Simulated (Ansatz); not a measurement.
Cl3NbO, singlet, at a GFN2-xTB geometry (such geometries of metal compounds can be far from the true shape) (core potentials on Nb). Base run: Ansatz (a program for electronic structure) with SVWN5/def2-SVP.

Geometry (Å):
```xyz
5

Nb     0.2401    -0.1040    -0.1269
O      1.6252    -0.7044    -0.8592
Cl     0.6738     0.9050     1.7758
Cl    -0.8006     1.3630    -1.3885
Cl    -1.2170    -1.6856     0.3231
```
All else is at Ansatz's defaults.

The base run was repeated with changes; each row names its change, and settings that it needs were set with it.

```csv
change,E (Eh)
base,-1507.51100
functional = hf,-1509.45091
functional = b3lyp; dispersion = d4,-1512.63433
functional = blyp,-1512.53042
functional = cam_b3lyp,-1512.52691
functional = r2scan,-1512.48966
functional = b3lyp,-1512.62108
functional = pbe; dispersion = d3bjatm,-1511.96916
functional = pbe0,-1512.01971
functional = hse06,-1511.99305
functional = b3lyp; dispersion = d3bjatm,-1512.63626
functional = b3lyp; dispersion = d3bj,-1512.63627
functional = blyp; dispersion = d3bj,-1512.54833
```

Totals shift with the method and basis; they matter in differences.
